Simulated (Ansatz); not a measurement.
Ansatz results at the PBE0-D4/def2-TZVP geometry: HOMO energy (B3LYP/def2-TZVPP) -6.35 eV; HOMO–LUMO gap (ωB97M-V/def2-TZVPP) 8.80 eV; HOMO energy (PBE/def2-TZVPP) -5.52 eV.

Q: Which molecule gave them?
A. `[CH3][Ge@H]1[O][C@@H]1F`
B. `[Se]=[C]1C[NH][AlH]1`
C. `N=C(O)[SiH2][SiH3]`
D. `C1=[N][AlH][CH2][Se]1`

A: D. The others give `[Se]=[C]1C[NH][AlH]1`: -5.50, 7.16, -4.65; `N=C(O)[SiH2][SiH3]`: -7.50, 11.43, -6.35; `[CH3][Ge@H]1[O][C@@H]1F`: -6.76, 10.24, -5.75.

B3LYP here is the variant with VWN-RPA as its local correlation; programs differ in this.
